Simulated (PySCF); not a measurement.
**Potential energy of AsH along the bond**

Set-up: As aug-cc-pVDZ-PP with ECP10, H aug-cc-pVDZ; scalar-relativistic core potentials (PySCF 2.14). Energies in eV from As + H in their ground configurations at the same level. All curves are PBE0. state 1: ³Σ⁻ (triplet), unpaired electrons π ↑↑; state 2: Ms = 0 determinant of mixed spin (⟨S²⟩ near 1.0), unpaired electrons π ↑↓, a mixture of terms (⟨Lz²⟩ = 2.0), a second solution, started from another occupation; state 3: singlet, one real π or δ orbital doubly filled, a mixture of terms (⟨Lz²⟩ = 2.0), a second solution, started from another occupation; state 4: quintet, unpaired electrons σ ↑↑, π ↑↑, a second solution, started from another occupation.

```
R (Å)  state 1  state 2  state 3  state 4
1.324   -2.275   -1.891   -0.799   5.2501
1.386   -2.573   -2.190   -1.097   4.6543
1.448   -2.744   -2.361   -1.267   4.1373
1.494   -2.807   -2.424   -1.329   3.7905
1.540   -2.825   -2.443   -1.347   3.4728
1.586   -2.808   -2.425   -1.327   3.1804
1.648   -2.739   -2.356   -1.257   2.8249
1.725   -2.601   -2.216   -1.114   2.4294
1.817   -2.381   -1.994   -0.888   2.0178
1.940   -2.037   -1.643   -0.532   1.5626
```

Task: Put a parabola through the three lowest points of the state 1 curve and estimate Re, k and ωe (reduced mass 0.9944 u; 1 eV/Å² = 0.16022 mdyn/Å; ωe = 1302.8·√(k/μ) cm⁻¹).

Result: Through R = 1.494, 1.54, 1.586 Å the second-order coefficient is 8.27 eV/Å², so Re ≈ 1.541 Å, k ≈ 2.65 mdyn/Å and ωe ≈ 2127 cm⁻¹. A polynomial fit of higher order to the unrounded PBE0 energies gives Re = 1.539 Å, k = 2.72 mdyn/Å, ωe = 2156 cm⁻¹; anharmonicity and rounding make the difference.

The higher-order fit for each curve: state 1: Re = 1.539 Å, ωe = 2156 cm⁻¹, De = 2.83 eV; state 2: Re = 1.539 Å, ωe = 2163 cm⁻¹, minimum 2.44 eV below the ground-state fragments; state 3: Re = 1.537 Å, ωe = 2176 cm⁻¹, minimum 1.35 eV below the ground-state fragments. State 4 gave no clean fit.

Spin–orbit coupling is left out. The state is the lowest determinant that a PBE0 search found; another state may lie lower at other levels.
